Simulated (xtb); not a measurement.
BiF₃, charge +1, quartet, geometry from GFN2-xTB of the parent state (such geometries of metal compounds can be far from the true shape) (a state made from the parent by changing its charge; the spin is typed, not shown lowest); GFN0-xTB run with xtb.

xtb was given this input:
```
$ xtb mol.xyz --gfn 0 --chrg 1 --uhf 3 --json

# file mol.xyz
4

Bi     0.00283361    -0.00403046     0.27310711
F     -1.35263607    -1.00980650    -0.84069305
F     -0.22186672     1.68716206    -0.81262393
F      1.54837061    -0.64018572    -0.86533751
```

Q: What does xtb print? Leave out banner, timings and long lists.

A: 
```
   ID    Z sym.   atoms
    1   83 Bi     1
    2    9 F      2-4

           -------------------------------------------------
          |                Calculation Setup                |
           -------------------------------------------------

           -------------------------------------------------
          |                 G F N 0 - x T B                 |
           -------------------------------------------------

          ...................................................
          :                      SETUP                      :
          :.................................................:
          :  # basis functions                  16          :
          :  # atomic orbitals                  16          :
          :  # shells                            8          :
          :  # electrons                        25          :
          :  electronic temp.          300.0000000     K    :
          :  accuracy                    1.0000000          :
          :  -> integral cutoff          0.2500000E+02      :
          :  -> integral neglect         0.1000000E-07      :
          ...................................................

         :::::::::::::::::::::::::::::::::::::::::::::::::::::
         ::                     SUMMARY                     ::
         :::::::::::::::::::::::::::::::::::::::::::::::::::::
         :: total energy             -12.038390733212 Eh    ::
         :: gradient norm              0.230252101061 Eh/a0 ::
         :: HOMO-LUMO gap              0.000000042244 eV    ::
         ::.................................................::
         :: H0 energy                -13.527517390497 Eh    ::
         :: repulsion energy           0.003818265609 Eh    ::
         :: electrostat energy         1.485922801392 Eh    ::
         :: -> Gsolv                   0.000000000000 Eh    ::
         ::    -> Gsasa                0.000000000000 Eh    ::
         ::    -> Gshift               0.000000000000 Eh    ::
         :: dispersion energy         -0.000614409716 Eh    ::
         :: short-range corr.          0.000000000000 Eh    ::
         :: add. restraining           0.000000000000 Eh    ::
         :: total charge               1.000000000000 e     ::
         :::::::::::::::::::::::::::::::::::::::::::::::::::::

           -------------------------------------------------
          |                Property Printout                |
           -------------------------------------------------

    * Orbital Energies and Occupations

         #    Occupation            Energy/Eh            Energy/eV
      -------------------------------------------------------------
         1        2.0000           -0.8393747             -22.8405
         2        2.0000           -0.8029488             -21.8493
         3        2.0000           -0.8029488             -21.8493
         4        2.0000           -0.6856335             -18.6570
         5        2.0000           -0.4542320             -12.3603
         6        2.0000           -0.4542320             -12.3603
         7        1.9998           -0.4504695             -12.2579
         8        1.8417           -0.4439889             -12.0816
         9        1.8417           -0.4439889             -12.0816
        10        1.7895           -0.4436577             -12.0725
        11        1.7637           -0.4435159             -12.0687
        12        1.7637           -0.4435159             -12.0687
        13        1.0000           -0.4297755             -11.6948
        14        0.5000           -0.1207488              -3.2857 (HOMO)
        15        0.5000           -0.1207488              -3.2857 (LUMO)
        16        0.0000           -0.1104423              -3.0053
      -------------------------------------------------------------
                  HL-Gap            0.0000000 Eh            0.0000 eV
             Fermi-level            0.0000000 Eh            0.0000 eV

     #   Z          covCN         q      C6AA      α(0)
     1  83 Bi       2.149     0.980   511.965    43.836
     2   9 F        0.716     0.007     9.362     3.525
     3   9 F        0.716     0.007     9.362     3.525
     4   9 F        0.716     0.007     9.362     3.525

 Mol. C6AA /au·bohr⁶  :        972.957361
 Mol. C8AA /au·bohr⁸  :      90380.823382
 Mol. α(0) /au        :         54.412483

Wiberg/Mayer (AO) data.
largest (>0.10) Wiberg bond orders for each atom

 ---------------------------------------------------------------------------
     #   Z sym  total        # sym  WBO       # sym  WBO       # sym  WBO
 ---------------------------------------------------------------------------
     1  83 Bi   1.310 --     3 F    0.437     4 F    0.437     2 F    0.437
     2   9 F    0.815 --     1 Bi   0.437     3 F    0.189     4 F    0.189
     3   9 F    0.815 --     1 Bi   0.437     4 F    0.189     2 F    0.189
     4   9 F    0.815 --     1 Bi   0.437     3 F    0.189     2 F    0.189
 ---------------------------------------------------------------------------

Topologies differ in total number of bonds
Writing topology from bond orders to xtbtopo.mol

 dipole moment from electron density (au)
     X       Y       Z
   0.0093  -0.0132   0.8974  total (Debye):    2.281

           -------------------------------------------------
          | TOTAL ENERGY              -12.038390733212 Eh   |
          | GRADIENT NORM               0.230252101061 Eh/α |
          | HOMO-LUMO GAP               0.000000042244 eV   |
           -------------------------------------------------

normal termination of xtb
```
